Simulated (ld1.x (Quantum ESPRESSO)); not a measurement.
# Before and after: TM semilocal potential for He (Z = 2)

ld1.x (Quantum ESPRESSO) 7.5 input, shortened:

```
&input
   title='He', zed=2., rel=0, dft='PZ', iswitch=3,
   config='1s1 2p-2'
 /
 &inputp
   pseudotype=1, tm=.true., lloc=1,
   nlcc=.false.
 /
2
1S  1  0   1.00   0.00  0.80  0.80  0.0
2P  2  1  -2.00   0.40  0.65  0.65  0.0
 &test
   configts(1)='1s1'
 /
```

Change: wave 1s (bound): rc 0.80 bohr becomes 1s (bound): rc 0.66 bohr.

Cutoffs: the cutoffs (Ry, on a coarse ladder) from which the occupation-weighted sum of valence levels, in a spherical-Bessel basis at the reference potential, stays within 10 and 1 mRy of its value at 400 Ry; they do not see the model core or the augmentation charge, which bear on the density cutoff. Errors are all-electron minus pseudo energies relative to the spin-unpolarised reference configuration.

Task: What does the change do?

Result: The potential gets harder (80 Ry and 120 Ry → 110 Ry and 160 Ry); of the 4 tests that both files solve, the error grows in 0 and shrinks in 4 by more than 15 % and 0.3 meV (median size 10.8 → 4.5 meV); neither file shows a bound ghost. A smaller radius makes the pseudo-wave follow the all-electron one further in, where it bends more sharply, so more plane waves are needed. Less of the atom is replaced, so other configurations are described better. A semilocal file is local in each channel, so a ghost entry of none says nothing of the separable form that plane-wave codes build from it.

```tsv
quantity	base	changed
cutoff, loose	80 Ry	110 Ry
cutoff, tight	120 Ry	160 Ry
bound ghosts	none	none
error for 1s2, meV [ΔE -26.48 eV]	+15	+6.3
error for 1s1.5, meV [ΔE -16.11 eV]	+6.4	+2.7
error for 1s1 (spin-polarised), meV [ΔE -2.20 eV]	-24	-12
error for 1s1.5 (spin-polarised), meV [ΔE -16.46 eV]	+3.1	+1.0
```
